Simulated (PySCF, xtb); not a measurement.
AlBH₄O₄, SMILES O[B](O)[Al]([OH])[OH]. One conformer was computed; it need not be the lowest.

Harmonic wavenumbers (cm⁻¹) from xtb 6.7.1 with GFN2-xTB at its own minimum, in rising order: 40, 63, 146, 168, 197, 325, 365, 391, 442, 499, 500, 538, 549, 618, 778, 903, 940, 956, 1205, 1242, 3502, 3505, 3767, 3768.

**Question.** What does PySCF with PBE-D3(BJ)/def2-SVP give at its own minimum? (An estimate is asked for; the answer gives what the named calculation found.)

**Answer.** 20, 110, 115, 210, 260, 287, 339, 348, 426, 478, 498, 542, 576, 619, 793, 877, 914, 994, 1237, 1357, 3625, 3630, 3818, 3820. Paired by order, the mean absolute difference is 41 cm⁻¹ and the zero-point energies are 36.3 and 37.0 kcal/mol.
